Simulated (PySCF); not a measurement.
ClH5OSi2.
Cartesian coordinates in Å at the PBE0-D3(BJ)/def2-SVP level; atoms count from 1:
```xyz
9
ClH5OSi2 angstrom
Si    -1.5641    0.2245    0.0178
O     -0.1126   -0.5903    0.1107
Si     1.5193   -0.4406   -0.0004
Cl     2.0202    1.5655   -0.0952
H     -1.8121    0.6737   -1.3835
H     -2.6346   -0.7201    0.4392
H     -1.5496    1.4098    0.9231
H      2.1542   -1.0186    1.2098
H      2.0060   -1.0899   -1.2439
```

Method used: PySCF 2.14.0, density-fitted response routines, TDDFT CAM-B3LYP/def2-SVPD, vertical, gas phase, core orbitals frozen in the response.

Ground-to-excited transition dipoles (e·a0, same axes as the geometry; the sign carries no meaning), for the states with f of 0.002 or more among the lowest 10:

| state | E (hartree) | μx | μy | μz |
| --- | --- | --- | --- | --- |
| S2 | 0.2853 | 0.012 | -0.001 | 0.155 |
| S5 | 0.3100 | 0.156 | -0.034 | 0.568 |
| S6 | 0.3101 | 0.464 | -0.203 | -0.157 |
| S7 | 0.3177 | 0.000 | -0.076 | -0.553 |
| S8 | 0.3196 | -0.326 | -0.080 | 0.052 |
| S9 | 0.3248 | 0.066 | 0.051 | 0.192 |
| S10 | 0.3257 | 0.040 | 0.211 | -0.072 |

Task: What oscillator strength does each state have?

Result: f = (2/3) ΔE |μ|² with ΔE in hartree (27.2114 eV).

```
state  |μ|² (au)  |μ| (D)      f
   S2      0.024     0.39  0.005
   S5      0.348     1.50  0.072
   S6      0.281     1.35  0.058
   S7      0.312     1.42  0.066
   S8      0.116     0.86  0.025
   S9      0.044     0.53  0.009
  S10      0.051     0.58  0.011
```

Task: What angle do the transition dipoles of S5 and S8 make?

Result: |cos θ| = |μa·μb| / (|μa| |μb|) = 0.09, so θ ≈ 85° (taken between 0 and 90°, since the signs are arbitrary).

Task: What peak molar absorption coefficient would the strongest computed level give as a lone Gaussian band 0.5 eV wide at half height?

Result: ε(max) = 2.175×10⁸ f / FWHM, with the width in cm⁻¹. S5: 2.175×10⁸ × 0.0720 / 4033 ≈ 3900 L mol⁻¹ cm⁻¹.

The vertical ionisation energy (ΔSCF) is 11.03 eV, 2.16 eV above S10.

On one thread, x86-64 server (shared host), this took 93 s of wall time.

One conformer stands for the species.

Without π bonds the low states may be Rydberg-like; a valence basis with one diffuse set may place them up to an eV too high.
